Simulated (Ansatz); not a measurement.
CH3ClMoOS (`[CH3][Mo](=[O])(=[S])[Cl]`). Total charge 0; spin multiplicity 1. Correlated methods include outer-core shells of Mo, which these sets cover unevenly. Mo: def2 effective core potential.

Cartesian coordinates in Å:
```
C -0.423 0.548 0.890
Mo 0.440 -0.452 -0.724
O 2.079 -0.296 -0.486
S -0.124 0.672 -2.404
Cl -0.261 -2.583 -0.800
H -1.509 0.529 0.772
H -0.079 1.581 0.962
H -0.124 0.000 1.790
```

Q: Give the diagnostics of a CCSD(T)/def2-TZVPP run (frozen core, the Gaussian-basis code of Ansatz). (Best estimate.)

A: The calculation gave: T1 = 0.0249, largest single amplitude 0.051, largest double 0.047, (T) share of the correlation energy 6.2 %, 15 CCSD cycles. The RHF solution is unstable towards an unrestricted one. T1 lies over the customary mark of 0.02 for closed shells; compounds of d metals often pass it without a breakdown.
